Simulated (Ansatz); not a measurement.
Stepwise reaction of `[NH]=[W](=[NH])([Cl])[Cl]` with methanol, as a gas-phase model of exchange steps in deposition or etching. ΔE in kJ/mol.

Calculated with Ansatz (gas phase, PBE0-D4/def2-TZVP geometries, no zero-point term in ΔE). CCSD(T)/CBS adds triple-zeta CCSD(T) − MP2 to the extrapolated MP2 energy (def2 sets, frozen cores). This one scheme is used for every species. DFT in def2-TZVPP. B3LYP here is the variant with VWN-RPA as its local correlation; programs differ in this. def2 core potentials past Kr. For W outer-core shells are correlated without core-valence functions, which leaves a few kJ/mol of doubt a bond. Each species was taken in one conformer, which may not be the lowest.

```tsv
step	reaction	PBE-D4	B3LYP-D4	ωB97M-V	CCSD(T)/CBS
1	`[NH]=[W](=[NH])([Cl])[Cl]` + CH₃OH → `C[O][W](=[NH])(=[NH])[Cl]` + HCl	21.2	17.8	20.3	23.7
```

**Question.** Give the row of step 2, `C[O][W](=[NH])(=[NH])[Cl]` + CH₃OH → `C[O][W](=[NH])(=[NH])[O]C` + HCl. (An estimate is asked.)

**Answer.** The calculation gave: 
| step | reaction | PBE-D4 | B3LYP-D4 | ωB97M-V | CCSD(T)/CBS |
| --- | --- | --- | --- | --- | --- |
| 2 | `C[O][W](=[NH])(=[NH])[Cl]` + CH₃OH → `C[O][W](=[NH])(=[NH])[O]C` + HCl | 32.3 | 29.0 | 31.3 | 34.4 |

**Question.** By hand: ΔE of the 2 steps together at CCSD(T)/CBS.

**Answer.** (23.7) + (34.4) = 58.1 kJ/mol, or 29.0 kJ/mol a step.

In ΔE each step is higher than the one before. All are uphill at CCSD(T)/CBS. PBE-D4 differs from CCSD(T)/CBS by -2.5 to -2.1 kJ/mol a step. Isolated molecules leave out the surface, adducts and barriers. Largest T1 diagnostic: 0.019.
